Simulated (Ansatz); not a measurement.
Abridged output of a molecular run in Ansatz:

```
Functional definition: HF
1742 factors; integrals over basis functions are off by at most 1.0e-3 eV
mean field evaluation 1: about -26168.5983 eV, gradient 2.8e1 eV
mean field evaluation 2: about -26168.8476 eV, gradient 2.8e1 eV
mean field evaluation 4: about -26171.7293 eV, gradient 4.5e0 eV
mean field evaluation 8: about -26171.8054 eV, gradient 2.8e-1 eV
mean field -26171.80578062 eV, -961.7961225505 hartree, gradient 9.6e-6 eV, S^2 0.000000; 0 other end points of the search recorded, 0 dependent functions left out
17 core orbitals not correlated: weight in the atoms' cores, before any rotation towards them, 1.000 or more for the frozen orbitals, at most 0.000 for the correlated occupied ones
reference -26171.80578062 eV, -961.7961225505 hartree; 15, 15 occupied and 268, 268 virtual orbitals, 1742 factors
second order -20.44948971 eV of doubles, -0.00000000 eV of singles
cycle   1  -21.55738860 eV  change    -1.1e0 eV  update   1.1e-1
cycle   2  -22.20427557 eV  change   -6.5e-1 eV  update   3.6e-2
cycle   3  -22.33830087 eV  change   -1.3e-1 eV  update   1.9e-2
cycle   4  -22.32723930 eV  change    1.1e-2 eV  update   4.7e-3
cycle   5  -22.32455626 eV  change    2.7e-3 eV  update   2.1e-3
cycle   6  -22.32487495 eV  change   -3.2e-4 eV  update   6.4e-4
cycle   7  -22.32455634 eV  change    3.2e-4 eV  update   2.7e-4
cycle   8  -22.32445243 eV  change    1.0e-4 eV  update   9.8e-5
cycle   9  -22.32449660 eV  change   -4.4e-5 eV  update   5.0e-5
cycle  10  -22.32451313 eV  change   -1.7e-5 eV  update   2.2e-5
perturbative correction -0.76295467 eV, -0.0280380670 hartree
Total energy: -26194.89324841 eV, -962.6445713429 hartree
```

Its atoms:

```xyz
13

F    -1.351   -2.429    0.460
C    -0.876   -1.104    0.535
Si   -1.905    0.002   -0.600
Al    1.062   -0.983    0.146
Si    2.034    1.272    0.218
H    -1.051   -0.745    1.562
H    -3.360   -0.134   -0.337
H    -1.473    1.407   -0.355
H    -1.639   -0.331   -2.026
H     1.862   -2.293   -0.250
H     3.498    1.273    0.493
H     1.373    2.119    1.252
H     1.825    1.947   -1.098
```

Task: Which basis set was used?
A. def2-TZVPPD
B. def2-SVPD
C. def2-TZVPP
D. cc-pV(D+d)Z

Result: C. It gives 300 functions.

Task: Write the keys of the input that set method, charge and spin (a neutral closed shell needs none for the last two).

Result: 
```yaml
correlation: {method: ccsd_t}
```
